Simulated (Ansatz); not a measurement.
Calculated with Ansatz (gas phase, PBE0-D4/def2-TZVP geometries, no zero-point term in ΔE). CCSD(T)/CBS is the MP2 limit (def2-TZVPP, def2-QZVPP) plus CCSD(T) − MP2 in def2-TZVPP, frozen cores. This one scheme is used for every species. DFT in def2-TZVPP. For Zn outer-core shells are correlated without core-valence functions, which leaves a few kJ/mol of doubt a bond. Scalar relativity is left out up to krypton.

Consider the cleavage of the Zn–B bond: `Cl[BH][ZnH]` + `BS` → `B[S][ZnH]` + `BCl`.

CCSD(T)/CBS gives -118.3 kJ/mol.

**Question.** Another level gave -119.1 kJ/mol. Which?
A. BHLYP-D4/def2-TZVPP
B. B2PLYP/def2-TZVPP
C. BLYP-D4/def2-TZVPP
D. CAM-B3LYP/def2-TZVPP

**Answer.** A. BHLYP-D4 -119.1, CAM-B3LYP -110.2, BLYP-D4 -104.8, B2PLYP -115.0 kJ/mol.

Largest T1 diagnostic among the species: 0.017.

From BLYP to BHLYP (50 % exact exchange), in def2-TZVPP and without D4, ΔE moves by −14.9 kJ/mol. At CCSD(T), def2-SVP lies +4.4 kJ/mol from the extrapolated value and def2-TZVPP +3.1 kJ/mol.
